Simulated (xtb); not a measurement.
C3H7 (SMILES C[CH-]C), charge -1, singlet, at a GFN2-xTB geometry, atoms displaced at random by about 0.06 Å a coordinate; GFN2-xTB in xtb.

Input for xtb:
```
$ xtb mol.xyz --gfn 2 --chrg -1 --uhf 0 --ohess --json

# file mol.xyz
10

C     -0.07987967     0.01662180     0.74706235
C     -0.06093136     1.14108240    -0.19275579
C     -0.00507118    -1.22105430    -0.18812324
H      0.84861990     0.00457305     1.23898640
H      0.00781082     2.21596198     0.38608494
H      0.05552272    -2.12454736     0.42017845
H      0.86394397     1.32592095    -0.85321764
H     -0.85607544     1.28291298    -0.76187277
H     -0.89154080    -1.31038768    -0.91077626
H      0.84023036    -1.33542084    -0.87347424
```

Output, abridged:

```
   ID    Z sym.   atoms
    1    6 C      1-3
    2    1 H      4-10

           -------------------------------------------------
          |                Calculation Setup                |
           -------------------------------------------------

           -------------------------------------------------
          |                 G F N 2 - x T B                 |
           -------------------------------------------------

          ...................................................
          :                      SETUP                      :
          :.................................................:
          :  # basis functions                  19          :
          :  # atomic orbitals                  19          :
          :  # shells                           13          :
          :  # electrons                        20          :
          :  max. iterations                   250          :
          :  Hamiltonian                  GFN2-xTB          :
          :  restarted?                      false          :
          :  GBSA solvation                  false          :
          :  PC potential                    false          :
          :  electronic temp.          300.0000000     K    :
          :  accuracy                    1.0000000          :
          :  -> integral cutoff          0.2500000E+02      :
          :  -> integral neglect         0.1000000E-07      :
          :  -> SCF convergence          0.1000000E-05 Eh   :
          :  -> wf. convergence          0.1000000E-03 e    :
          :  Broyden damping             0.4000000          :
          :  net charge                         -1          :
          :  unpaired electrons                  0          :
          ...................................................

 iter      E             dE          RMSdq      gap      omega  full diag
   1    -10.0974908 -0.100975E+02  0.429E+00    8.30       0.0  T
   2    -10.1889095 -0.914187E-01  0.203E+00    6.92       1.0  T
   3    -10.1908627 -0.195317E-02  0.112E+00    7.20       1.0  T
   4    -10.1910033 -0.140572E-03  0.167E-01    7.16       1.0  T
   5    -10.1910224 -0.191664E-04  0.624E-02    7.15       1.0  T
   6    -10.1910231 -0.651398E-06  0.128E-02    7.16       2.5  T
   7    -10.1910233 -0.194218E-06  0.385E-03    7.16       8.2  T
   8    -10.1910233 -0.225875E-08  0.892E-04    7.16      35.4  T
   9    -10.1910233 -0.335313E-08  0.321E-04    7.16      98.5  T

   *** convergence criteria satisfied after 9 iterations ***

         :::::::::::::::::::::::::::::::::::::::::::::::::::::
         ::                     SUMMARY                     ::
         :::::::::::::::::::::::::::::::::::::::::::::::::::::
         :: total energy             -10.038999775710 Eh    ::
         :: gradient norm              0.172438748219 Eh/a0 ::
         :: HOMO-LUMO gap              7.158822819801 eV    ::
         ::.................................................::
         :: SCC energy               -10.191022452411 Eh    ::
         :: -> isotropic ES            0.132102584572 Eh    ::
         :: -> anisotropic ES          0.010838535313 Eh    ::
         :: -> anisotropic XC          0.003957001660 Eh    ::
         :: -> dispersion             -0.005395622858 Eh    ::
         :: repulsion energy           0.152022676700 Eh    ::
         :: add. restraining           0.000000000000 Eh    ::
         :: total charge              -1.000000000000 e     ::
         :::::::::::::::::::::::::::::::::::::::::::::::::::::

      -----------------------------------------------------------
     |                   =====================                   |
     |                        A N C O P T                        |
     |                   =====================                   |
     |               Approximate Normal Coordinate               |
     |                Rational Function Optimizer                |
      -----------------------------------------------------------
      -----------------------------------------------------------
     |                   =====================                   |
     |                        A N C O P T                        |
     |                   =====================                   |
     |               Approximate Normal Coordinate               |
     |                Rational Function Optimizer                |
      -----------------------------------------------------------

          ...................................................
          :                      SETUP                      :
          :.................................................:
          :   optimization level            normal          :
          :   max. optcycles                   200          :
          :   ANC micro-cycles                  20          :
          :   degrees of freedom                24          :
          :.................................................:
          :   RF solver                   davidson          :
          :   write xtbopt.log                true          :
          :   linear?                        false          :
          :   energy convergence         0.5000000E-05 Eh   :
          :   grad. convergence          0.1000000E-02 Eh/α :
          :   maxmium RF displ.          1.0000000          :
          :   Hlow (freq-cutoff)         0.1000000E-01      :
          :   Hmax (freq-cutoff)         5.0000000          :
          :   S6 in model hess.         20.0000000          :
          ...................................................

generating ANC from exact Hessian ...
Using Lindh-Hessian (1995)
 Shifting diagonal of input Hessian by    2.9001635609575346E-003
 Lowest  eigenvalues of input Hessian
    0.000000    0.000000    0.000000    0.000000    0.000000    0.000000
    0.010000    0.011832    0.015940    0.044237    0.045333    0.055426
    0.060453    0.066407    0.066836    0.094631    0.115822    0.121965
[...]
 * total energy  :   -10.0389998 Eh     change       -0.2225473E-09 Eh
 * total energy  :   -10.0607884 Eh     change       -0.2178865E-01 Eh
 * total energy  :   -10.0643238 Eh     change       -0.3535320E-02 Eh
 * total energy  :   -10.0647473 Eh     change       -0.4235451E-03 Eh
 * total energy  :   -10.0648547 Eh     change       -0.1074087E-03 Eh
 * total energy  :   -10.0648885 Eh     change       -0.3382691E-04 Eh
 * total energy  :   -10.0648997 Eh     change       -0.1119815E-04 Eh
 * total energy  :   -10.0649015 Eh     change       -0.1747486E-05 Eh
   *** GEOMETRY OPTIMIZATION CONVERGED AFTER 8 ITERATIONS ***
         :: total energy             -10.064901476891 Eh    ::
[...]
     8   1 H    0.996 --     2 C    0.984
     9   1 H    0.996 --     3 C    0.983
    10   1 H    0.990 --     3 C    0.954
 ---------------------------------------------------------------------------

Topologies differ in total number of bonds
Writing topology from bond orders to xtbtopo.mol

molecular dipole:
                 x           y           z       tot (Debye)
 q only:       -0.305       0.002      -0.374
   full:        0.191       0.005      -0.955       2.475
molecular quadrupole (traceless):
                xx          xy          yy          xz          yz          zz
 q only:        2.155       0.023      -2.492      -0.594      -0.013       0.337
  q+dip:        2.094       0.011      -0.982       0.768       0.004      -1.112
   full:        1.771       0.008      -0.696       1.052       0.004      -1.075

           -------------------------------------------------
          |               Frequency Printout                |
           -------------------------------------------------
 projected vibrational frequencies (cm⁻¹)
eigval :       -0.00    -0.00     0.00     0.00     0.00     0.00
eigval :      244.58   259.35   367.54   793.86   896.18   900.74
eigval :      958.47  1022.98  1103.53  1195.43  1355.59  1379.61
eigval :     1409.14  1523.66  1532.92  1544.87  1545.51  2418.03
eigval :     2423.37  2500.54  2839.54  2855.18  2877.16  2889.88
 reduced masses (amu)
   1:  8.12   2:  7.04   3:  8.75   4:  9.72   5:  9.35   6:  9.73   7:  1.31   8:  2.67
   9:  7.11  10:  7.21  11:  3.96  12:  2.72  13:  2.93  14: 10.31  15:  6.29  16:  5.33
  17:  3.30  18:  2.53  19:  2.78  20:  1.77  21:  1.62  22:  1.62  23:  1.60  24:  1.64
  25:  1.65  26:  1.66  27:  1.79  28:  1.78  29:  1.51  30:  1.47
 IR intensities (km·mol⁻¹)
   1:  8.54   2: 15.94   3: 11.41   4: 15.68   5: 16.51   6: 15.72   7:  0.33   8:  8.15
   9:  7.80  10: 59.48  11:  4.04  12:  1.81  13: 10.43  14:  2.26  15: 11.57  16:  7.54
  17: 62.79  18: 93.79  19: 49.78  20:  2.59  21: 28.34  22:  6.09  23: 33.27  24:663.86
  25:209.36  26:758.48  27: 10.96  28:455.75  29:371.58  30: 39.43
 Raman intensities (Ä⁴*amu⁻¹)
   1:  0.00   2:  0.00   3:  0.00   4:  0.00   5:  0.00   6:  0.00   7:  0.00   8:  0.00
   9:  0.00  10:  0.00  11:  0.00  12:  0.00  13:  0.00  14:  0.00  15:  0.00  16:  0.00
  17:  0.00  18:  0.00  19:  0.00  20:  0.00  21:  0.00  22:  0.00  23:  0.00  24:  0.00
  25:  0.00  26:  0.00  27:  0.00  28:  0.00  29:  0.00  30:  0.00
 output can be read by thermo (or use thermo option).
 writing <g98.out> molden fake output.
 recommended (thermochemical) frequency scaling factor: 1.0
           -------------------------------------------------
          |             Thermodynamic Functions             |
           -------------------------------------------------

cs  symmetry found (for desy threshold:  0.10E+00) used in thermo

          ...................................................
          :                      SETUP                      :
          :.................................................:
          :  # frequencies                          24      :
          :  # imaginary freq.                       0      :
          :  linear?                             false      :
          :  only rotor calc.                    false      :
          :  symmetry                               cs      :
          :  rotational number                       1      :
          :  scaling factor                  1.0000000      :
          :  rotor cutoff                   50.0000000 cm⁻¹ :
          :  imag. cutoff                  -20.0000000 cm⁻¹ :
          :.................................................:

    mode    ω/cm⁻¹     T·S(HO)/kcal·mol⁻¹    T·S(FR)/kcal·mol⁻¹   T·S(vib)
   ------------------------------------------------------------------------
       1    244.58    -0.52753 ( 99.83%)    -0.58582 (  0.17%)    -0.52763
       2    259.35    -0.49677 ( 99.86%)    -0.56847 (  0.14%)    -0.49687
   ------------------------------------------------------------------------

   temp. (K)  partition function   enthalpy   heat capacity  entropy
                                   cal/mol     cal/K/mol   cal/K/mol   J/K/mol
 298.15  VIB   2.64                 1040.864      8.593      5.419
         ROT  0.184E+05              888.752      2.981     22.494
         INT  0.485E+05             1929.616     11.574     27.913
         TR   0.274E+27             1481.254      4.968     37.192
         TOT                        3410.8703    16.5423    65.1042   272.3961

       T/K    H(0)-H(T)+PV         H(T)/Eh          T*S/Eh         G(T)/Eh
   ------------------------------------------------------------------------
    298.15    0.543557E-02    0.893580E-01    0.309331E-01    0.584248E-01
   ------------------------------------------------------------------------

         :::::::::::::::::::::::::::::::::::::::::::::::::::::
         ::                  THERMODYNAMIC                  ::
         :::::::::::::::::::::::::::::::::::::::::::::::::::::
         :: total free energy         -10.006476651227 Eh   ::
         ::.................................................::
         :: total energy              -10.064901476891 Eh   ::
         :: zero point energy           0.083922382905 Eh   ::
         :: G(RRHO) w/o ZPVE           -0.025497557242 Eh   ::
         :: G(RRHO) contrib.            0.058424825664 Eh   ::
         :::::::::::::::::::::::::::::::::::::::::::::::::::::

optimized geometry written to: xtbopt.xyz

           -------------------------------------------------
          | TOTAL ENERGY              -10.064901476891 Eh   |
          | TOTAL ENTHALPY             -9.975543526205 Eh   |
          | TOTAL FREE ENERGY         -10.006476651227 Eh   |
          | GRADIENT NORM               0.000495771986 Eh/α |
          | HOMO-LUMO GAP               9.823737029793 eV   |
           -------------------------------------------------

normal termination of xtb
```
